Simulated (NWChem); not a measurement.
# LaCl$_{2}$ cation; SMILES [Cl][La+][Cl]

This spin state was assumed; another may lie lower. def2 effective core potentials on La; no spin-orbit coupling.

### Question
Give the equilibrium geometry at PBE0/def2-SVP with def2 effective core potentials on La (NWChem) as a list of bonds and angles, with the point group.

### Answer
point group C2v; any orientation.
Bonded distances (Å): La1–Cl2 2.506, La1–Cl3 2.506. Bond angles (°): Cl2–La1–Cl3 108.2.
